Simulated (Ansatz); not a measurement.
## Ligand exchange: IBr + AuOH → HOI + AuBr

Species: IBr (iodine monobromide), singlet; AuOH `[OH][Au]`, singlet; HOI (hypoiodous acid) `OI`, singlet; AuBr (bromogold), singlet. The partners trade Br for OH: I–Br and Au–OH bonds give way to I–OH and Au–Br.

Shapes, held fixed at every level: PBE0-D4/def2-TZVP. Programs: Ansatz 0.2.0. The zero-point and thermal change to 298 K, harmonic and unscaled (PBE0-D4/def2-TZVP), is +1.0 kJ/mol.

```csv
level,kind,ΔH(298 K) (kJ/mol),less CCSD(T)/def2-TZVPP
HF/def2-TZVPP,Hartree–Fock,-89.7,-28.7
PBE-D4/def2-TZVPP,GGA,-44.6,+16.4
PBE0-D4/def2-TZVPP,global hybrid,-57.8,+3.2
wB97M-V/def2-TZVPP,range-separated hybrid,-64.0,-3.0
MP2/def2-TZVPP,perturbation theory,-57.6,+3.4
CCSD(T)/def2-SVP,coupled cluster or CI,-48.3,+12.7
CCSD(T)/def2-TZVPP,coupled cluster or CI,-61.0,0.0
```

The highest level, CCSD(T)/def2-TZVPP, gives ΔH(298 K) = -61.0 kJ/mol; the levels span -89.7 to -44.6. The column of differences is taken from that level and isn't an error. No measured value is set beside it here. For atoms past krypton def2 sets carry core potentials with scalar relativity. Relativity is left out for Br. Outer-core shells of Au, Br, I are correlated, in sets that cover them unevenly.
